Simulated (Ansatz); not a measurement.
System: SbCl2, charge 1, multiplicity 1. It need not be the lowest isomer of its formula. SMILES: [Cl][Sb+][Cl]
Geometry: optimised at B3LYP-D3(BJ)/def2-TZVP (Ansatz, a quantum-chemistry and plane-wave program).

Wanted: vertical triplet-singlet gap (E(triplet) - E(singlet); each state is the SCF solution reached for its spin), in eV. Valence correlation only, unless marked. UHF or UKS for open shells. No spin-orbit coupling. The frozen core is the preceding noble-gas configuration, with the filled d and f shells of earlier blocks. Past Kr the def2 sets carry scalar-relativistic core potentials. CBS(X,Y): correlation extrapolated as X^-3; Hartree-Fock from the larger set. [CCSD(T)-MP2]/basis is that difference in the basis named.

| level | program | vertical triplet-singlet gap (eV) |
|---|---|---|
| HF/def2-TZVPPD | Ansatz | 2.16 |
| SVWN5/def2-TZVPD | Ansatz | 2.80 |
| B3LYP/def2-TZVPD | Ansatz | 2.72 |
| B2PLYP/def2-TZVPD | Ansatz | 2.76 |
| MP2/def2-TZVPPD | Ansatz | 2.80 |
| RI-MP2/def2-TZVPPD | Ansatz | 2.80 |
| RI-MP2/CBS(def2-TZVPPD,def2-QZVPPD) | Ansatz | 2.87 |
| SCS-MP2/def2-SVPD | Ansatz | 2.79 |
| RI-MP2/CBS(def2-TZVPPD,def2-QZVPPD)+[CCSD(T)-MP2]/def2-SVPD | Ansatz | 2.80 |
| RI-MP2/CBS(def2-TZVPPD,def2-QZVPPD)+[CCSD(T)-MP2]/def2-TZVPPD | Ansatz | 2.77 |
